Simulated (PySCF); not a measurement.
Molecule: SMILES O=Cc1cccnc1, C₆H₅NO.

Bonds (- single, = double, # triple, : aromatic): O1=C2 1.205 Å, C2-C3 1.478 Å, C3:C4 1.399 Å, C4:C5 1.387 Å, C5:C6 1.399 Å, C6:N7 1.330 Å, N7:C8 1.329 Å, C8:C3 1.398 Å. C2 carries H9; C4 carries H10; C5 carries H11; C6 carries H12; C8 carries H13.

Geometry PBE0-D3(BJ)/def2-SVP throughout; GIAO in PySCF 2.14, gas phase, one conformer, non-relativistic; equivalent atoms averaged; functional PBE0.

Q: How do the shifts δ (against H2O, TMS, NH3 at the same level) depend on the basis set? (a selection of nuclei; ppm; last column core-seconds on shared hosts with different chips, so compare them loosely)

A: 
```csv
basis set,functions,O1,C2,C8,C5,N7,H9,H13,H12,H10,core-s
STO-3G,45,641.4,131.6,124.2,107.8,271.2,10.65,9.09,8.99,7.94,4.3
pcSseg-0,82,767.3,206.6,168.2,134.3,388.4,10.92,9.41,9.42,8.54,5.8
6-31G,82,650.6,185.3,149.9,121.0,333.3,10.89,9.20,9.24,8.50,8.6
6-31G*,122,599.8,179.7,148.9,118.3,313.6,9.99,8.88,8.87,8.25,13
cc-pVDZ,137,638.6,185.1,153.6,123.8,338.5,9.96,8.89,8.88,8.31,14
def2-SVP,137,643.7,184.8,153.0,121.9,338.9,9.74,8.73,8.67,8.31,12
pcSseg-1,161,676.6,193.4,160.6,128.8,361.5,10.02,8.98,8.96,8.47,15
aug-cc-pVDZ,229,609.6,187.9,154.2,122.4,331.8,10.51,9.30,9.19,8.68,31
"6-311+G(2d,p)",246,638.1,192.4,159.1,126.8,347.2,10.40,9.20,9.11,8.59,34
def2-TZVP,278,651.6,193.8,160.7,128.2,355.6,10.40,9.20,9.07,8.57,41
cc-pVTZ,310,651.4,192.6,159.6,127.5,354.5,10.30,9.14,9.03,8.57,48
IGLO-III,330,656.4,198.0,164.6,131.4,358.1,10.39,9.21,9.10,8.62,54
```

Q: Which nucleus among those listed moves most, in ppm?

A: O1 (aldehyde oxygen): from 599.8 ppm with 6-31G* to 767.3 ppm with pcSseg-0. The smallest spread is 0.68 ppm, at H13. Proton shifts span only some 12 ppm, so a few tenths of a ppm matter as much there as several ppm in carbon.

Q: Taking the largest basis, IGLO-III (330 functions), as the yardstick, rank the others by their worst heavy-atom deviation.

A: def2-TZVP 4.8 ppm (278 functions), cc-pVTZ 5.4 ppm (310 functions), 6-311+G(2d,p) 18.3 ppm (246 functions), def2-SVP 19.2 ppm (137 functions), cc-pVDZ 19.6 ppm (137 functions), pcSseg-1 20.2 ppm (161 functions), 6-31G 24.8 ppm (82 functions), aug-cc-pVDZ 46.8 ppm (229 functions), 6-31G* 56.6 ppm (122 functions), STO-3G 86.9 ppm (45 functions), pcSseg-0 110.9 ppm (82 functions).

A small basis that lands close on one nucleus may do so by chance; judge by the trend and by all nuclei.
